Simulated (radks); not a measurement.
The numbers below are computed, except where a source is named.
Initial-state core-level shifts of neutral samarium when its valence configuration changes from [Xe] 4f6 6s2. Level of theory: scalar-relativistic Kohn-Sham, BLYP, spin-polarised, spherical densities, finite nucleus; open shells are filled with parallel spins first (spin-orbit coupling, left out, can overturn this in heavy ions); Fermi nuclear charge, rms radius 5.0819 fm (a radial shooting solver on a logarithmic mesh with Libxc functionals). Shifts are changes of the shell-averaged eigenvalues in eV (positive: less bound); the change of the density at the nucleus, which sets a Mossbauer isomer shift, is in e/bohr^3, on a base of 5.57e+05.

| valence | 3s | 4s | 4d | 5s | density at nucleus |
|---|---|---|---|---|---|
| 4f6 6p2 | -2.279 | -2.292 | -2.300 | -2.340 | -40.88 |
| 4f6 5d0.5 6s1.5 | +0.618 | +0.637 | +0.656 | +0.744 | -11.69 |
| 4f5 5d1 6s2 | -7.925 | -7.453 | -6.986 | -3.552 | +30.74 |
| 4f6 5d1 6s1 | +1.125 | +1.160 | +1.195 | +1.370 | -21.62 |
| 4f6 6s1.5 6p0.5 | -0.615 | -0.615 | -0.615 | -0.613 | -8.40 |
| 4f6.5 6s1.5 | +3.654 | +3.555 | +3.421 | +2.310 | -22.84 |
| 4f6 6s1 6p1 | -1.135 | -1.136 | -1.136 | -1.131 | -18.13 |
| 4f4 5d2.5 6s1.5 | -16.035 | -14.767 | -13.670 | -5.947 | +50.31 |
